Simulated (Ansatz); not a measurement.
Pulling on the Sb1–H2 bond in stibine (SMILES [SbH3]) (multiplicity 1 held, fragments rigid). Energies count from the point at 1.714 Å.
Geometry at that point (charge 0, multiplicity 1):
```xyz
4

Sb     0.000    -0.001     0.054
H     -0.904    -1.083    -0.920
H     -0.498     1.336    -0.897
H      1.394    -0.225    -0.917
```

Restricted levels (R-, RO-) in cc, def2 and unpolarised 6-31G sets keep to the state of the molecule at rest. U- levels take the lowest unrestricted solution at each point, which mixes spins at long bonds. Active spaces are followed from a long bond inwards. Curves can end on different states.

Cores are frozen in the correlated methods. Filled d and f shells under p-block atoms count as core.

The values were computed with Ansatz (Gaussian orbitals). Each number belongs to the level named beside it. In def2 rows elements past Kr take small-core potentials, without spin–orbit coupling.

Energies in kcal/mol.

| R (Å) | R-HF/def2-SVP | U-MP2/def2-SVP | R-CCSD/def2-SVP | FIC-MRCISD+Q on CASSCF(2,2)/def2-SVP |
|---|---|---|---|---|
| 1.371 | 32.2 | 32.6 | 33.3 | 33.3 |
| 1.542 | 5.7 | 6.0 | 6.4 | 6.5 |
| 1.714 | 0.0 | 0.0 | 0.0 | 0.0 |
| 1.885 | 4.8 | 4.4 | 3.7 | 3.6 |
| 2.057 | 14.6 | 13.7 | 12.0 | 11.7 |
| 2.314 | 32.8 | 35.6 | 26.9 | 26.1 |
| 2.571 | 51.4 | 49.7 | 40.6 | 39.1 |
| 2.999 | 79.0 | 58.3 | 57.0 | 53.9 |
| 3.428 | 101.2 | 60.7 | 65.6 | 61.0 |
| 3.942 | 121.3 | 61.5 | 69.9 | 64.0 |
| 4.627 | 139.7 | 61.8 | 71.5 | 65.0 |
| 5.484 | 153.1 | 61.8 | 72.0 | 65.2 |

Doubts at one or more of the structures used: a restricted determinant that unrestricted orbitals would lower (R-HF/def2-SVP, R-CCSD/def2-SVP); a spin-contaminated determinant (U-MP2/def2-SVP); other coupled-cluster roots lie near (R-CCSD/def2-SVP); T1 above 0.05 (R-CCSD/def2-SVP).

Ansatz is a program for electronic structure.
